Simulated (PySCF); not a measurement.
Species: C8H11F3.
Structure used (PBE0-D3(BJ)/def2-SVP), in Å, numbered top down from 1:
```
atom  x, y, z in Å
C1     3.4037    0.0638    0.4666
C2     2.4668    0.1525   -0.7275
C3     1.0151    0.1401   -0.3409
C4     0.2698    1.1575    0.5677
C5    -0.7839    0.1242    0.1335
C6    -2.2305    0.1069    0.5121
F7    -2.8493    1.2302    0.1306
F8    -2.3869   -0.0105    1.8349
F9    -2.8684   -0.9192   -0.0614
C10    0.2517   -0.9760    0.4252
C11   -0.2087    0.2135   -1.2907
H12    3.2550    0.9109    1.1545
H13    3.2338   -0.8611    1.0396
H14    4.4577    0.0714    0.1523
H15    2.6681    1.0734   -1.3015
H16    2.6515   -0.6864   -1.4202
H17    0.5364    1.1610    1.6354
H18    0.1471    2.1767    0.1700
H19    0.5168   -1.1260    1.4828
H20    0.1125   -1.9312   -0.1040
H21   -0.3651    1.1647   -1.8222
H22   -0.3809   -0.6567   -1.9426
```

Level of theory: PySCF, TDDFT PBE0/def2-SVPD, vertical, gas phase, core orbitals frozen in the response.

Ground-to-excited transition dipoles (e·a0, same axes as the geometry; the sign carries no meaning), for the states with f of 0.002 or more among the lowest 9:

| state | E (eV) | μx | μy | μz |
| --- | --- | --- | --- | --- |
| S2 | 8.460 | -0.004 | -0.379 | -0.024 |
| S3 | 8.601 | 0.136 | 0.022 | -0.366 |
| S5 | 9.003 | 0.179 | 0.017 | -0.258 |
| S6 | 9.051 | 0.000 | -0.534 | -0.032 |
| S7 | 9.123 | -0.002 | 0.139 | 0.007 |
| S8 | 9.150 | -0.004 | 0.462 | 0.020 |
| S9 | 9.155 | -0.384 | 0.023 | -0.425 |

(1) Work out the oscillator strengths.

(2) Which bond between heavy atoms lies closest to the direction of the S9 transition dipole?

(3) What angle do the transition dipoles of S2 and S9 make?

(4) What peak molar absorption coefficient would the strongest computed level give as a lone Gaussian band 0.3 eV wide at half height?

## Answers

(1) f = (2/3) ΔE |μ|² with ΔE in hartree (27.2114 eV).

```tsv
state	|μ|² (au)	|μ| (D)	f
S2	0.144	0.97	0.030
S3	0.153	0.99	0.032
S5	0.099	0.80	0.022
S6	0.286	1.36	0.063
S7	0.019	0.35	0.004
S8	0.214	1.17	0.048
S9	0.329	1.46	0.074
```

(2) C1–C2, at 4° from it; next C3–C11 at 10°.

(3) |cos θ| = |μa·μb| / (|μa| |μb|) = 0.01, so θ ≈ 89° (taken between 0 and 90°, since the signs are arbitrary).

(4) ε(max) = 2.175×10⁸ f / FWHM, with the width in cm⁻¹. S9: 2.175×10⁸ × 0.0737 / 2420 ≈ 6600 L mol⁻¹ cm⁻¹.

One conformer stands for the species.

Without π bonds the low states may be Rydberg-like; a valence basis with one diffuse set may place them up to an eV too high.
